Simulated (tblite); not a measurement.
Species: C3H11PSi2.
Atom-mapped SMILES: `[CH3:1][C@@H:2]1[C@@H:3]([SiH3:4])[P:5]1[SiH3:6]` (hydrogens: H7, H8, H9 on C1; H10 on C2; H11 on C3; H12, H13, H14 on Si4; H15, H16, H17 on Si6)

Level: GFN2-xTB in tblite, geometry and Hessian alike; calculated harmonic values, unscaled, isolated species. Errors from tens to a few hundred cm⁻¹ against measured bands are possible. Modes of hydrogen on silicon can be 10 to 20 % off.

Harmonic wavenumbers (cm⁻¹): 86.1, 102.9, 116.2, 139.1, 164.7, 185.4, 231.6, 258.7, 367.5, 455.9, 480.0, 505.9, 523.3, 539.8, 643.2, 654.2, 747.3, 762.9, 772.7, 778.2, 782.4, 796.7, 800.0, 950.9, 979.2, 987.3, 1069.3, 1092.2, 1175.5, 1219.7, 1341.0, 1406.4, 1485.4, 1491.5, 2213.1, 2236.2, 2244.5, 2253.8, 2263.3, 2270.6, 2950.1, 2980.0, 2989.6, 3017.9, 3024.2.

A = 1801, B = 1614, C = 994.6 MHz; mass 134.014 u (most abundant isotopes); point group C1, symmetry number 1.

Q: What is the zero-point energy?

A: Half the sum of the wavenumbers: 26268 cm⁻¹ = 314.24 kJ/mol.

Q: What is S at 273.15 K and 1 bar for an ideal gas of classical rigid rotors and harmonic oscillators?

A: Translation 168.12, rotation 120.65, vibration 109.00: S = 397.8 J/(mol K).

Q: And Cp and H(273.15 K) − H(0)?

A: Cp = 157.42 J/(mol K), of which vibrations give 124.16 (their classical limit is 45 R = 374.2); H(273.15 K) − H(0) = 25.85 kJ/mol without the zero-point energy, 16.77 from vibrations.

Q: What must be added to the electronic energy to get the Gibbs energy at 273.15 K and 1 bar?

A: ZPE + [H(273.15 K) − H(0)] − T·S = 314.24 + 25.85 − 108.65 = 231.44 kJ/mol.

Q: How do the functions run with temperature in this model?

A: 
| T (K) | S (J/(mol K)) | Cp (J/(mol K)) | H − H(0) (kJ/mol) | G − H(0) (kJ/mol) | ln q(vib) |
| --- | --- | --- | --- | --- | --- |
| 150 | 321.5 | 102.2 | 9.84 | -38.39 | 2.44 |
| 250 | 384.3 | 147.4 | 22.32 | -73.75 | 5.10 |
| 298.15 | 412.0 | 167.8 | 29.92 | -92.92 | 6.40 |
| 400 | 466.7 | 205.0 | 48.97 | -137.72 | 9.15 |
| 600 | 560.5 | 257.6 | 95.60 | -240.72 | 14.37 |
| 900 | 675.3 | 307.9 | 181.06 | -426.75 | 21.53 |

q(vib) and H(0) count from the zero-point level.

Q: Blend soft modes into free rotors: weight 1/[1 + (100 cm⁻¹/ν̃)⁴] for the oscillator and the rest for a rotor with moment μB/(μ + B), μ = h/(8π²ν), B = 10⁻⁴⁴ kg m². What vibrational entropy results?

A: 105.60 J/(mol K) in place of 109.00, which changes −T·S at 273.15 K by +0.93 kJ/mol.

Hindered rotation and anharmonicity are outside this model. The structure is chiral; the term R ln 2 for an equal mix with its mirror image is left out.
